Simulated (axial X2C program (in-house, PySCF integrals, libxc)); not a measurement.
How the levels of PrCl⁺ (f3 s0 d(πδ)0 orbitals) move with the bond length

Calculated with an axial X2C code built on PySCF integrals: two-component X2C with atomic mean-field Coulomb and Gaunt terms, basis Pr dyall-v3z, Cl dyall-v3z (cores contracted in-house). Orbitals come from Hartree–Fock averaged over the configuration Pr f3 s0 d(πδ)0; CI then distributes these electrons over the f, s, d(πδ) shells of Pr.

At R = 2.579 Å:

| Ω | energy (cm⁻¹) | g∥ | configuration |
| --- | --- | --- | --- |
| 9/2 | 0 | 6.46 | 100% f3 |
| 7/2 | 154 | 4.92 | 100% f3 |
| 5/2 | 298 | 3.50 | 100% f3 |
| 3/2 | 364 | 2.14 | 100% f3 |
| 1/2 | 378 | 0.73 | 100% f3 |
| 11/2 | 1297 | 10.53 | 100% f3 |
| 9/2 | 1419 | 8.61 | 100% f3 |
| 7/2 | 1533 | 6.77 | 100% f3 |
| 5/2 | 1605 | 4.87 | 100% f3 |
| 3/2 | 1645 | 2.91 | 100% f3 |
| 1/2 | 1662 | 0.96 | 100% f3 |
| 13/2 | 2714 | 14.35 | 100% f3 |
| 11/2 | 2818 | 12.16 | 100% f3 |
| 9/2 | 2928 | 10.03 | 100% f3 |

g∥ is the magnitude of 2⟨Lz + ge Sz⟩ for the +Ω component. The lowest 14 levels at most are listed.

At R = 2.785 Å:

```json
{"Ω": "9/2", "energy (cm⁻¹)": "0", "g∥": "6.46", "configuration": "100% f3"}
{"Ω": "7/2", "energy (cm⁻¹)": "160", "g∥": "4.94", "configuration": "100% f3"}
{"Ω": "5/2", "energy (cm⁻¹)": "284", "g∥": "3.51", "configuration": "100% f3"}
{"Ω": "3/2", "energy (cm⁻¹)": "350", "g∥": "2.12", "configuration": "100% f3"}
{"Ω": "1/2", "energy (cm⁻¹)": "375", "g∥": "0.71", "configuration": "100% f3"}
{"Ω": "11/2", "energy (cm⁻¹)": "1299", "g∥": "10.53", "configuration": "100% f3"}
{"Ω": "9/2", "energy (cm⁻¹)": "1424", "g∥": "8.64", "configuration": "100% f3"}
{"Ω": "7/2", "energy (cm⁻¹)": "1527", "g∥": "6.77", "configuration": "100% f3"}
{"Ω": "5/2", "energy (cm⁻¹)": "1596", "g∥": "4.85", "configuration": "100% f3"}
{"Ω": "3/2", "energy (cm⁻¹)": "1637", "g∥": "2.91", "configuration": "100% f3"}
{"Ω": "1/2", "energy (cm⁻¹)": "1655", "g∥": "0.97", "configuration": "100% f3"}
{"Ω": "13/2", "energy (cm⁻¹)": "2718", "g∥": "14.35", "configuration": "100% f3"}
{"Ω": "11/2", "energy (cm⁻¹)": "2827", "g∥": "12.18", "configuration": "100% f3"}
{"Ω": "9/2", "energy (cm⁻¹)": "2926", "g∥": "10.03", "configuration": "100% f3"}
```

The lowest level lies 1482 cm⁻¹ above the lowest at the first distance.

(1) How does the gap from the lowest to the fifth level change between the two distances?

Dynamic correlation is missing, so gaps between terms are too wide and other configurations may lie lower; the lowest level listed is that of this model, not necessarily the ground state. At most 4 roots were kept for each Ω > 0 (twice that for Ω = 0) within 2.2 eV of the lowest, so higher up levels can be missing between those listed; levels with Ω > 0 are doubly degenerate and listed once, Ω = 0 levels singly. Some active spinors are only partly of the character that their shell is named for, so the shell names and counts are nominal. States that fill the shells left empty in the average are placed too high.

## Answers

(1) From 378 to 375 cm⁻¹, a factor of 0.99.
